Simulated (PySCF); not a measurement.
Input of a run (PBE0-D3(BJ)/def2-SVP geometry optimisation, gas phase, def2 core potentials past Kr (PySCF 2.14.0)), started from GFN2-xTB:
```
{"job": {"xc": "PBE0", "basis": "def2-SVP", "d3": "d3bj", "grid": 1, "maxiter": 30, "shake": 0.03, "kind": "geom"}, "charge": 0, "multiplicity": 1}
Bi     0.793110     1.496040     1.295640
H      2.143040     1.271960     0.238320
H      0.180010     2.825220     0.111310
N     -0.381010     0.092220     0.254400
C     -0.328570     0.034440    -1.196560
C     -0.388600    -1.214780     0.842170
H      0.709610    -0.289890    -1.475570
H     -0.436000     1.071470    -1.572220
H     -1.067330    -0.604990    -1.542240
H     -0.560210    -1.173640     1.953280
H     -1.169310    -1.887010     0.441320
H      0.620720    -1.703780     0.701150
```

Output (energies in Eh, forces in Eh/bohr):
```
step   0  E = -350.08931624  max force = 0.058593
step   1  E = -350.10149497  max force = 0.013090
step   2  E = -350.10284109  max force = 0.003401
step   3  E = -350.10302796  max force = 0.001963
step   4  E = -350.10307768  max force = 0.000886
step   5  E = -350.10310951  max force = 0.000638
step   6  E = -350.10312077  max force = 0.000287
optimisation converged
```

Q: Summarise the run.

A: The energy falls by 0.376 eV over 7 energy and gradient evaluations, the largest force component goes from 0.0586 to 2.9e-04 Eh/bohr, and the atoms move by 0.083 Å rms after alignment. The bond that changes most is Bi1–H2 (ends: bismuth bonded to N and 2 H; hydrogen on bismuth), which lengthens by 0.091 Å. Bonds longer at the end by more than 0.005 Å: 4 of 11; shorter: 6. Among the angles that change most is N4–C5–H7, from 107.0° to 114.4°. Among the dihedrals that turn most is C5–N4–C6–H12, from 70° to 59°. The energy never rose by more than 1e-6 Eh on the way. The first step brought 88 % of the lowering.

Q: What are the final bond lengths?

A: Bi1–H2 1.820 Å, Bi1–H3 1.799 Å, Bi1–N4 2.175 Å, N4–C5 1.439 Å, N4–C6 1.441 Å, C5–H7 1.114 Å, C5–H8 1.101 Å, C5–H9 1.108 Å, C6–H10 1.102 Å, C6–H11 1.107 Å, C6–H12 1.114 Å. Numbering counts from 1 in the input's order; the species is BiH2(NMe2) (`C[N](C)[BiH2]`).

The run used 108 basis functions and 51 SCF cycles in all.

Whether it is a minimum is left open (no frequencies). The numbers are those of one conformer.
